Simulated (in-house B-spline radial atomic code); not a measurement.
Settings and results of a run for neutral iodine. Computed with an all-electron radial atomic-structure program (B-spline basis): scalar-relativistic (X2C) PBE, spherical fractional occupations, Fermi nucleus of rms radius 4.75 fm, inside a hard spherical wall at 3.58 bohr.

Command:
```bash
python run_scf.py task.json out
```
Settings (nuclear radius in fm, mass in u):
```
Z                53
configuration    [Kr] 4d10 5s2 5p5
hamiltonian      x2c
method           pbe,pbe
spin_polarised   False
nucleus          fermi
rms_radius       4.75
atomic_mass      126.90447
speed_of_light   137.035999084
wall_radius      3.58
```

Output (hartree, bohr):
```
 radial grid: 61 intervals, B-splines of order 8, outer radius 3.58 bohr

 iter        energy (Eh)    residual
    1       -7112.697891    4.60e-01
    2       -7113.073811    2.10e-01
    3       -7114.275290    1.34e-02
    4       -7114.279667    1.90e-03
    5       -7114.279702    7.56e-04
    6       -7114.279706    1.33e-04
    7       -7114.279707    5.58e-05
    8       -7114.279707    4.92e-07

 total energy                     -7114.27971
 kinetic                            7547.7444
 electron-nucleus                 -17320.0185
 Hartree                            2841.3557
 exchange-correlation               -183.3613

 orbital      occ     eigenvalue          <r>       <r^2>       <1/r>       r_max
 1s         2.000     -1209.2576     0.026614 0.000970165     59.7198     0.01681
 2s         2.000      -186.4891     0.116653   0.0161112     13.5945     0.09902
 2p         6.000      -167.4726     0.102183   0.0127614     12.5241     0.07915
 3s         2.000       -37.3161     0.313866    0.112736     4.79479      0.2858
 3p         6.000       -31.1377     0.311862    0.112902     4.46315      0.2795
 3d        10.000       -21.8190     0.288713   0.0986604      4.1998      0.2318
 4s         2.000        -6.2278      0.74107    0.620805     1.91207      0.6814
 4p         6.000        -4.2912      0.79365    0.718431     1.72972      0.7157
 4d        10.000        -1.4616     0.930336      1.0167     1.43071      0.7803
 5s         2.000        -0.3180      1.83541     3.69685    0.698485       1.721
 5p         5.000         0.1230      1.99103     4.31096    0.629962        1.95
```

Cost of the run: 0.07 s on 1 thread of Intel(R) Xeon(R) Platinum 8488C (shared host).

One-electron X2C: radii and densities carry no picture-change correction, so inner-shell <1/r> comes out high (for 1s by about 2 % at Z = 33, 5 % at 54, 10 % at 75, 30 % at 118) and <r> low.
